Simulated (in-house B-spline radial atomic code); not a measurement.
The molybdenum ion Mo³⁺ is squeezed into an impenetrable sphere of radius R (the orbitals vanish at R). No spin polarisation. Caution: exact exchange at fractional occupations of open shells leaves self-interaction of up to several eV. All numbers are computed (non-relativistic B3LYP, spherical fractional occupations; point nucleus) with an all-electron radial atomic-structure program (B-spline basis), not measured.

Energies in eV above the free ion in [Kr] 4d3:

| R (bohr) | highest level (eV) | [Kr] 4d3 | [Ar] 3d9 4s2 4p6 4d3 4f1 | [Ar] 3d10 4s2 4p5 4d3 4f1 | -dE/dV in [Kr] 4d3 (GPa) |
| --- | --- | --- | --- | --- | --- |
| 9.2 | -32.9 | 0 | 267.4 | 64.59 | 5.81e-06 |
| 6.05 | -32.9 | 0.007372 | 268.3 | 65.53 | 0.0428 |
| 4.96 | -32.8 | 0.1018 | 270 | 67.2 | 0.836 |
| 3.93 | -31.9 | 1.089 | 274.3 | 71.78 | 13.8 |
| 3.59 | -31.1 | 2.372 | 277.4 | 75.13 | 36.5 |
| 3.11 | -28.5 | 7.343 | 285.8 | 84.38 | 158 |
| 2.67 | -22.9 | 22.09 | 305 | 105.2 | 694 |
| 2.26 | -10.5 | 66.58 | 355.3 | 158.2 | 3130 |
| 1.7 | 40.8 | 341.8 | 647.2 | 449.3 | 31300 |
| 1.58 | 64.2 | 496.5 | 809.2 | 606.4 | 54100 |

(1) Does [Ar] 3d9 4s2 4p6 4d3 4f1 fall below [Kr] 4d3 under compression?

(2) Does [Ar] 3d10 4s2 4p5 4d3 4f1 fall below [Kr] 4d3 under compression?

The highest level is first positive in the row R = 1.7 bohr, pushed up by confinement above the zero of the free ion's potential. Each configuration is held fixed and needn't be the lowest in the sphere.

Results:

(1) No, it stays above over the whole range.

(2) No, it stays above over the whole range.
